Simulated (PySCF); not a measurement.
# Correlation energy of C⁺ (carbon, charge +1)

[He] 2s2 2p1, 2P determinant. All numbers are calculated (PySCF 2.14, scalar relativity by spin-free X2C-1e, in aug-cc-pCVTZ-DK with one added diffuse shell each of s, p, d, f type (8s7p5d3f, 75 functions)). Frozen: 1s2; 3 electrons correlated.

```
  level  correlation energy (mhartree)
   CCSD                         -75.67
    (T)                          -1.18
CCSD(T)                         -76.85
```

Diagnostics: T1 = 0.0098, D1 = 0.0183, largest double amplitude 0.131.

Cost of the coupled-cluster step: about 10 core-seconds, for 3 correlated electrons.

Iterations:

```
CC2 = 0
CCSD nocc = (np.int64(2), np.int64(1)), nmo = (74, 74)
frozen orbitals [[0], [0]]
max_cycle = 100
direct = 0
conv_tol = 1e-08
conv_tol_normt = 1e-06
diis_space = 8
diis_start_cycle = 0
Init t2, MP2 energy = -0.052252294283521
Init E_corr(UCCSD) = -0.0522522943193455
cycle = 1  E_corr(UCCSD) = -0.0655252565806281  dE = -0.0132729623  norm(t1,t2) = 0.0539673
cycle = 2  E_corr(UCCSD) = -0.0707587928632496  dE = -0.00523353628  norm(t1,t2) = 0.0266838
cycle = 3  E_corr(UCCSD) = -0.0757214092366409  dE = -0.00496261637  norm(t1,t2) = 0.013937
cycle = 4  E_corr(UCCSD) = -0.0756441469272014  dE = 7.72623094e-05  norm(t1,t2) = 0.00121233
cycle = 5  E_corr(UCCSD) = -0.0756868101352882  dE = -4.26632081e-05  norm(t1,t2) = 0.000193309
cycle = 6  E_corr(UCCSD) = -0.0756693277987571  dE = 1.74823365e-05  norm(t1,t2) = 4.62774e-05
cycle = 7  E_corr(UCCSD) = -0.0756741969535516  dE = -4.86915479e-06  norm(t1,t2) = 1.45857e-05
cycle = 8  E_corr(UCCSD) = -0.0756741595161302  dE = 3.74374214e-08  norm(t1,t2) = 2.01411e-06
cycle = 9  E_corr(UCCSD) = -0.0756739719549467  dE = 1.87561184e-07  norm(t1,t2) = 5.82573e-07
cycle = 10  E_corr(UCCSD) = -0.0756740121313104  dE = -4.01763637e-08  norm(t1,t2) = 1.49898e-07
cycle = 11  E_corr(UCCSD) = -0.0756740092219196  dE = 2.90939078e-09  norm(t1,t2) = 2.90992e-08
UCCSD converged
E(UCCSD) = -37.38588528220087  E_corr = -0.07567400922191959
UCCSD(T) correction = -0.00118044783566331
```
